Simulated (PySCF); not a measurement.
# Löwdin shares of the frontier orbitals

Compound: C5H7GeNS.
Numbering: `[SH:1][GeH2:2][c:3]1[cH:4][cH:5][n:6][cH:7][cH:8]1` (hydrogens: H9 on S1; H10, H11 on Ge2; H12 on C4; H13 on C5; H14 on C7; H15 on C8)

Structure used (PBE0-D3(BJ)/def2-SVP), in Å, numbered top down from 1:
```
atom  x, y, z in Å
S1     3.284    0.431   -0.972
Ge2    1.992   -0.327    0.679
C3     0.110   -0.156    0.188
C4    -0.289   -0.034   -1.145
C5    -1.651    0.065   -1.435
N6    -2.603    0.050   -0.506
C7    -2.225   -0.063    0.764
C8    -0.892   -0.166    1.163
H9     2.823    1.698   -0.888
H10    2.399   -1.800    0.838
H11    2.247    0.445    1.987
H12    0.451   -0.007   -1.950
H13   -1.985    0.162   -2.475
H14   -3.024   -0.069    1.514
H15   -0.653   -0.249    2.228
```

Computed with PySCF 2.14.0, density-fitted response routines, TDDFT CAM-B3LYP/def2-SVPD, vertical, gas phase, core orbitals frozen in the response. Relativistic effects, spin–orbit coupling among them, are left out although an element past zinc is present.

Kohn–Sham orbitals with the atoms that hold most of them (Löwdin shares over 4%, at most four atoms; ? is withheld):

| orbital | ε (eV) | atoms |
| --- | --- | --- |
| HOMO-3 | -9.72 | C3 25%, N6 21%, C8 12%, C4 12% |
| HOMO-2 | -9.06 | C8 20%, C4 20%, C5 20%, C7 19% |
| HOMO-1 | -8.98 | ? |
| HOMO | -8.82 | ? |
| LUMO | ? | C3 22%, N6 19%, C8 11%, C4 11% |
| LUMO+1 | 0.29 | C5 17%, C8 16%, C7 16%, C4 16% |
| LUMO+2 | 0.62 | S1 37%, Ge2 21%, H11 9%, H10 9% |

Task: Give the leading atoms of the HOMO.

Result: S1 (bonded to Ge and H) 48%; N6 (bonded to 2 C) 15%; Ge2 (bonded to C, S and 2 H) 8%; C3 (bonded to 2 C and Ge) 5%.

Task: Which atoms hold the HOMO-1, and with what shares?

Result: N6 (bonded to 2 C) 40%; S1 (bonded to Ge and H) 26%; C5 (bonded to C, N and H) 7%; C7 (bonded to C, N and H) 7%. By element: nitrogen 40%, sulfur 26%, carbon 14% or more.

Task: What is the LUMO energy, and the HOMO–LUMO gap?

Result: ε(LUMO) = -0.27 eV; the gap is 8.55 eV (0.3143 hartree).

Task: How does S1 compare with the orbital gap of 8.55 eV?

Result: S1 is at 4.80 eV (f = 0.0055), 3.75 eV below the gap, made of HOMO-1→LUMO (57%), HOMO→LUMO (36%). Its leading pair isn't HOMO and LUMO; the energies of that pair differ by 8.71 eV. Without the coupling terms of the response equations the lowest excitation would equal the gap.

Next come S2 at 5.26 eV (f 0.0000), HOMO-1→LUMO+1 (58%), HOMO→LUMO+1 (35%); S3 at 5.45 eV (f 0.042), HOMO-2→LUMO (73%), HOMO-3→LUMO+1 (18%); S4 at 5.82 eV (f 0.031), HOMO→LUMO (30%), HOMO→LUMO+2 (26%), HOMO-1→LUMO (17%); S5 at 6.01 eV (f 0.0064), HOMO→LUMO+3 (46%), HOMO-1→LUMO+3 (18%).

Hardware: Arm Neoverse V2, one thread, shared host. Cost: 10 min of wall time (grids of density and orbitals included), 1.5 GiB resident at most.

One conformer stands for the species.
